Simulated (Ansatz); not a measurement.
One change: `[NH]=[Nb]([NH2])([NH2])[F]` becomes `[NH]=[Nb]([NH2])([NH2])[Cl]`.

Ansatz, PBE0-D4/def2-TZVP geometries, multiplicity 1. Each molecule was computed in one conformer, which needn't be the lowest.

Elements past krypton have def2 core potentials.

| property | `[NH]=[Nb]([NH2])([NH2])[F]` |
| --- | --- |
| HOMO–LUMO gap (PBE0/def2-TZVPP) / eV | 6.87 |
| LUMO energy (PBE/def2-TZVPP) / eV | -1.38 |
| size of the dipole moment (B3LYP/def2-TZVPP) / D | 2.50 |
| LUMO energy (ωB97M-V/def2-TZVPP) / eV | 0.88 |
| HOMO energy (ωB97M-V/def2-TZVPP) / eV | -9.70 |
| HOMO energy (PBE/def2-TZVPP) / eV | -6.01 |

Give the same properties after the change, and the shifts. (An estimate is asked.)

Ansatz gave: 
| property | `[NH]=[Nb]([NH2])([NH2])[Cl]` | shift |
| --- | --- | --- |
| HOMO–LUMO gap (PBE0/def2-TZVPP) / eV | 6.48 | -0.39 |
| LUMO energy (PBE/def2-TZVPP) / eV | -1.77 | -0.39 |
| size of the dipole moment (B3LYP/def2-TZVPP) / D | 3.10 | 0.60 |
| LUMO energy (ωB97M-V/def2-TZVPP) / eV | 0.90 | 0.02 |
| HOMO energy (ωB97M-V/def2-TZVPP) / eV | -9.70 | 0.00 |
| HOMO energy (PBE/def2-TZVPP) / eV | -6.09 | -0.08 |

Dipoles are sizes alone; their direction can turn.

B3LYP here is the variant with VWN-RPA as its local correlation; programs differ in this.
